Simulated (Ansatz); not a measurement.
Species: GeCl2, charge 0, singlet. GeCl2 (SMILES [Cl][Ge][Cl]).
B3LYP-D3(BJ)/def2-TZVP minimum from Ansatz (an electronic-structure program):
```
Ge
Cl 1 2.2046
Cl 1 2.2046 2 100.44
```

Total energies in hartree (Ansatz). Radicals and triplets start from unrestricted determinants; spin-orbit coupling is neglected. Correlated methods leave the cores frozen (noble-gas shells, and filled d and f shells in the p block). No relativity.

```csv
species,HF/def2-TZVPP,CCSD(T)/def2-TZVPP,HF/def2-QZVPP,CCSD(T)/def2-QZVPP,CCSDT(Q)/def2-TZVPP
1: GeCl2 (SMILES [Cl][Ge][Cl]),-2994.48189,-2995.00884,-2994.54954,-2995.12339,-2995.01140
2: Ge (triplet),-2075.32100,-2075.38759,-2075.36298,-2075.43218,-2075.38813
3: Cl (doublet),-459.47685,-459.66464,-459.48954,-459.69535,-459.66548
```

Work out the atomisation energy (electronic, to ground-state atoms) in kcal/mol: take Hartree-Fock from def2-QZVPP, extrapolate the CCSD(T) correlation energy as X^-3 (X = 3, 4), and add CCSDT(Q) - CCSD(T) in def2-TZVPP. 1 hartree = 627.51 kcal/mol.


Species 1: correlation (64·(-0.57385) - 27·(-0.52695))/37 = -0.60807; step -0.00256; E1 = -2994.54954 + (-0.60807) + (-0.00256) = -2995.16017
Species 2: correlation (64·(-0.06920) - 27·(-0.06659))/37 = -0.07110; step -0.00054; E2 = -2075.36298 + (-0.07110) + (-0.00054) = -2075.43462
Species 3: correlation (64·(-0.20581) - 27·(-0.18779))/37 = -0.21896; step -0.00084; E3 = -459.48954 + (-0.21896) + (-0.00084) = -459.70934
-1·E1 +1·E2 +2·E3 = 0.30687 hartree = 192.6 kcal/mol.
